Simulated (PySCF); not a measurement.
# How methods differ on the excitation energy of Pr²⁺

Pr²⁺ [Xe] 4f3 (high-spin determinant) → Pr²⁺ [Xe] 4f2 6s1 (high-spin determinant), as a difference of total energies. Computed with PySCF 2.14 in cc-pVDZ-X2C, with the spin-free X2C one-electron Hamiltonian (Gaussian nucleus). Correlated levels: valence: [Kr] 4d10 frozen. The calculations carry no spin-orbit coupling.

| method | excitation energy (eV) |
| --- | --- |
| UHF | 2.423 |
| MP2 (valence) | 2.938 |
| SCS-MP2 (valence) | 2.773 |
| CCSD (valence) | 3.019 |
| CCSD(T) (valence) | 3.072 |

**Question.** How much does correlation contribute at CCSD(T) (valence)?

**Answer.** 3.072 − (2.423) = 0.649 eV, measured against UHF.

A first-order spin-orbit estimate (lowest level to lowest level, LS coupling) adds 0.014 eV.

The basis was made for the ground configuration and has no added diffuse functions, so the excitation energy can come out too high.

The determinant of the lower state and of the upper state mixes LS terms, which raises its energy above the lowest term, most at the Hartree-Fock and MP2 levels.
